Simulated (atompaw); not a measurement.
silver (Ag): one change to a PAW (atompaw) potential, before and after

| Item | Value |
| --- | --- |
| Element | Ag |
| Generator | atompaw 4.2.0.5 |
| Type | PAW |
| Functional | PBE |
| Relativity | scalar-relativistic |
| Frozen core | [Kr] |
| Valence charge | 11 |
| Reference configuration | 4d10 5s0 5p0 (charge +1) |
| Partial waves | 5s (bound, empty): rc 2.75 bohr; 5s channel at 1.4 Ry: rc 2.75 bohr; 5p (bound, empty): rc 2.95 bohr; 5p channel at 0.15 Ry: rc 2.95 bohr; 4d (bound): rc 2.95 bohr; 4d channel at 2.7 Ry: rc 2.10 bohr |
| Local potential | troulliermartins scheme with l = 3 at 1 Ry, radius 2.50 bohr |
| Core correction | smooth core density matched at 2.00 bohr |
| Augmentation charge | sinc compensation charge, radius 2.35 bohr; PAW radius 2.95 bohr; waves and projectors: custom rrkj gramschmidtortho |

Change: reference 4d9 5s0 5p0.

Cutoffs: the cutoffs (Ry, on a coarse ladder) from which the occupation-weighted sum of valence levels, in a spherical-Bessel basis at the reference potential, stays within 10 and 1 mRy of its value at 400 Ry; they do not see the model core or the augmentation charge, which bear on the density cutoff.

**Question.** What does the change do?

**Answer.** The potential gets neither clearly harder nor softer (12 Ry and 18 Ry → 12 Ry and 18 Ry); both files keep a bound ghost (s); the range in which the d phases agree narrows (upper end 0.3 → -0.8).

| quantity | base | changed |
| --- | --- | --- |
| cutoff, loose | 12 Ry | 12 Ry |
| cutoff, tight | 18 Ry | 18 Ry |
| bound ghosts | s | s |
| s: phases at 2.95 bohr within 0.05 rad from the reference energy up to (Ry; the scan ends near 5) | to the end of the scan | to the end of the scan |
| p: phases at 2.95 bohr within 0.05 rad from the reference energy up to (Ry; the scan ends near 5) | 1.8 | 2.8 |
| d: phases at 2.95 bohr within 0.05 rad from the reference energy up to (Ry; the scan ends near 5) | 0.3 | -0.8 |
| lowest overlap eigenvalue by channel | s 0.44, p 0.43, d 1.00 | s 0.33, p 0.35, d 1.00 |

 A true bound ghost makes a file unfit for plane-wave use even where its test errors are small: the radial tests pick states by their node count and pass the ghost by. The cutoffs see the waves, projectors and local potential, not the compensation charge or the core.
